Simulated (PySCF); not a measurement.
**Basis-set dependence of excited states**

Species: C2H8BNO.
SMILES with atom numbers: `[CH2:1]=[CH:2][O:3][BH2-:4][NH3+:5]` (hydrogens: H6, H7 on C1; H8 on C2; H9, H10 on B4; H11, H12, H13 on N5)

TDDFT with PBE0 (PySCF), vertical singlets, core orbitals frozen in the response, spherical d and f functions. The structure is a single PBE0-D3(BJ)/def2-SVP conformer in the gas phase; no vibrational or solvent corrections.

Question: Compare 6-31G*, 6-31+G*, def2-SVP, def2-SVPD, aug-cc-pVDZ, def2-TZVP and def2-TZVPD for this molecule.

Answer: 

| basis | functions | diffuse | S1 (eV) | S2 (eV) | S3 (eV) | S4 (eV) | S5 (eV) | LUMO (eV) | α (au) |
| --- | --- | --- | --- | --- | --- | --- | --- | --- | --- |
| 6-31G* | 86 | no | 5.86 | 7.21 | 7.35 | 7.72 | 7.79 | 1.17 | 46.7 |
| 6-31+G* | 106 | yes | 4.51 | 5.80 | 6.00 | 6.05 | 6.38 | -0.64 | 56.7 |
| def2-SVP | 110 | no | 5.53 | 6.93 | 7.03 | 7.35 | 7.46 | 0.57 | 49.5 |
| def2-SVPD | 167 | yes | 4.92 | 6.36 | 6.36 | 6.55 | 6.69 | -0.28 | 60.0 |
| aug-cc-pVDZ | 187 | yes | 4.41 | 5.47 | 5.59 | 5.86 | 5.94 | -0.83 | 62.1 |
| def2-TZVP | 203 | no | 5.10 | 6.54 | 6.60 | 6.88 | 6.89 | -0.03 | 57.0 |
| def2-TZVPD | 260 | yes | 4.64 | 5.92 | 6.11 | 6.13 | 6.28 | -0.58 | 61.6 |

States are compared by their number. Against the largest diffuse basis here (def2-TZVPD, itself not a converged limit), sets without diffuse functions differ by up to 1.22 eV in S1 and 1.52 eV in S5; the smaller diffuse sets differ by up to 0.29 and 0.41 eV. State by state, the largest deviation of a set without diffuse functions is S1 1.22, S2 1.29, S3 1.25, S4 1.59, S5 1.52 eV. The same number needn't mean the same state in each row. Against def2-TZVPD the polarisability deviates by -24% in 6-31G*, -8% in 6-31+G*, -20% in def2-SVP, -3% in def2-SVPD, +1% in aug-cc-pVDZ, -7% in def2-TZVP. A single + in a Pople set puts diffuse functions on heavy atoms only.
